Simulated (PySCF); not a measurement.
Consider 3-fluoroanisole, `COc1cccc(F)c1` (C7H7FO). Numbering: `[CH3:1][O:2][c:3]1[cH:4][cH:5][cH:6][c:7]([F:8])[cH:9]1` These are map numbers, not IUPAC locants.

Level of theory: ωB97X-D3(BJ)/ma-def2-SVP single points in PySCF, grid level 2; every species was optimised with PBE0-D3(BJ)/ma-def2-SVP. The prefix ma- adds one diffuse s and one diffuse p function on all atoms but H. Thermal corrections: GFN2-xTB frequencies, unscaled, ideal gas at 298.15 K and 1 bar, quasi-RRHO entropy. These were taken at the GFN2-xTB minima.

Question: Rank these of its positions by gas-phase deprotonation enthalpy, most acidic first.
A. C6 (aromatic carbon)
B. C5 (aromatic carbon)
C. C9 (aromatic carbon)

Answer: C (1595 kJ/mol), A (1637 kJ/mol), B (1657 kJ/mol).

Not ranked, since the method can't order them against a listed neighbour: C4 (1657 kJ/mol), C1 (1662 kJ/mol).

Question: For C5 (aromatic carbon), what are ΔE (electronic) and ΔG(298 K) of the loss of the proton?

Answer: ΔE = 1690 and ΔG = 1624 kJ/mol, beside ΔH = 1657 kJ/mol. The product is `COc1c[c-]cc(F)c1`.

Question: Of those listed, which site of deprotonation is favoured in acetonitrile (IEF-PCM), and by how much?

Answer: C9 (aromatic carbon), by 24 kJ/mol over C6 (aromatic carbon); the gas phase favours the same one.

Caveats: ma-def2-SVP is a small basis, whose errors can reach tens of kJ/mol; the order of C6 and C4, of C4 and C5, of C5 and C1 is undecided: the gaps lie inside the method's error (some 20 kJ/mol, one structure a species).
